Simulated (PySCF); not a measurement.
CH₄Si.

```xyz
6

C      0.0000     0.0000    -1.1527
Si     0.0000     0.0000     0.5494
H      0.0000    -0.9164    -1.7315
H      0.0000     0.9164    -1.7315
H      0.0000     1.2457     1.3439
H      0.0000    -1.2457     1.3439
```
Charge 0, spin multiplicity 1.

Geometry optimised at r2SCAN-D4/def2-TZVP.

All values below come from PySCF with PBE0/pcSseg-2. Non-relativistic, no solvent.

Computed absolute GIAO shielding of each atom: isotropic value and principal components (ppm):
```tsv
atom	σ(iso)	σ11	σ22	σ33	span
C1	63.5	-107.8	103.2	195.0	302.7
Si2	266.3	47.5	357.2	394.2	346.6
H3	25.5	20.0	26.3	30.2	10.2
H4	25.5	20.0	26.3	30.2	10.2
H5	26.2	23.8	24.1	30.8	7.0
H6	26.2	23.8	24.1	30.8	7.0
```
